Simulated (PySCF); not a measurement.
Isomers of C8H13P, mass 140.075 u with the commonest isotopes. Method: PBE0-D3(BJ)/def2-SVP geometry optimisation, gas phase (PySCF 2.14.0). One conformer each, none proved a minimum here; rigid rotors.

Question: Order these by dipole moment, smallest first.
A. `[CH3:1][CH2:2][C:3]([CH3:4])=[C:5]=[P:6][CH:7]1[CH2:8][CH2:9]1` with C1–C2–C3–C4 -74°, C5–P6–C7–C8 -151°
B. `[CH3:1][C:2]1=[CH:3][CH2:4][CH2:5][P:6]1[CH:7]1[CH2:8][CH2:9]1` with C5–P6–C7–C8 -100°, C2–C3–C4–C5 14°, C3–C4–C5–P6 -20°, C4–C5–P6–C7 -83°, P6–C7–C8–C9 -108°
C. `[CH3:1][CH2:2][c:3]1[cH:4][pH:5][c:6]([CH2:7][CH3:8])[cH:9]1` with C1–C2–C3–C4 -114°, P5–C6–C7–C8 56°

Answer: C (1.12 D), B (1.38 D), A (1.70 D).

Question: Order these by rotational constant C, smallest first.
A. `[CH3:1][CH2:2][C:3]([CH3:4])=[C:5]=[P:6][CH:7]1[CH2:8][CH2:9]1` with C1–C2–C3–C4 -74°, C5–P6–C7–C8 -151°
B. `[CH3:1][CH2:2][c:3]1[cH:4][pH:5][c:6]([CH2:7][CH3:8])[cH:9]1` with C1–C2–C3–C4 -114°, P5–C6–C7–C8 56°
C. `[CH:1]#[C:2][CH2:3][P:4]([CH3:5])[CH:6]1[CH2:7][CH2:8][CH2:9]1` with C2–C3–P4–C5 -68°, C3–P4–C6–C7 -179°, P4–C6–C7–C8 138°, C6–C7–C8–C9 -18°, C7–C8–C9–C6 18°, P4–C6–C9–C8 -138°
D. `[CH3:1][C:2]1=[CH:3][CH2:4][CH2:5][P:6]1[CH:7]1[CH2:8][CH2:9]1` with C5–P6–C7–C8 -100°, C2–C3–C4–C5 14°, C3–C4–C5–P6 -20°, C4–C5–P6–C7 -83°, P6–C7–C8–C9 -108°

Answer: A (528.9 MHz), C (623.1 MHz), B (666.3 MHz), D (865.8 MHz).

Question: Order these by radius of gyration √(Σ m r²/M), largest first.
A. `[CH3:1][C:2]1=[CH:3][CH2:4][CH2:5][P:6]1[CH:7]1[CH2:8][CH2:9]1` with C5–P6–C7–C8 -100°, C2–C3–C4–C5 14°, C3–C4–C5–P6 -20°, C4–C5–P6–C7 -83°, P6–C7–C8–C9 -108°
B. `[CH:1]#[C:2][CH2:3][P:4]([CH3:5])[CH:6]1[CH2:7][CH2:8][CH2:9]1` with C2–C3–P4–C5 -68°, C3–P4–C6–C7 -179°, P4–C6–C7–C8 138°, C6–C7–C8–C9 -18°, C7–C8–C9–C6 18°, P4–C6–C9–C8 -138°
C. `[CH3:1][CH2:2][c:3]1[cH:4][pH:5][c:6]([CH2:7][CH3:8])[cH:9]1` with C1–C2–C3–C4 -114°, P5–C6–C7–C8 56°
D. `[CH3:1][CH2:2][C:3]([CH3:4])=[C:5]=[P:6][CH:7]1[CH2:8][CH2:9]1` with C1–C2–C3–C4 -74°, C5–P6–C7–C8 -151°

Answer: D (2.684 Å), B (2.443 Å), C (2.378 Å), A (2.132 Å).

| SMILES | point group | Ia (u·Å²) | Ib (u·Å²) | Ic (u·Å²) | κ | μa (D) | μb (D) | μc (D) |
| --- | --- | --- | --- | --- | --- | --- | --- | --- |
| CCc1c[pH]c(CC)c1 | C1 | 205.35 | 620.45 | 758.47 | -0.83 | 0.35 | 1.00 | 0.35 |
| CC1=CCCP1C1CC1 | C1 | 246.91 | 442.84 | 583.72 | -0.53 | 0.28 | 0.23 | 1.33 |
| CCC(C)=C=PC1CC1 | C1 | 159.39 | 903.31 | 955.58 | -0.98 | 0.77 | 0.49 | 1.43 |
| C#CCP(C)C1CCC1 | C1 | 153.04 | 708.47 | 811.09 | -0.93 | 1.05 | 0.18 | 1.25 |
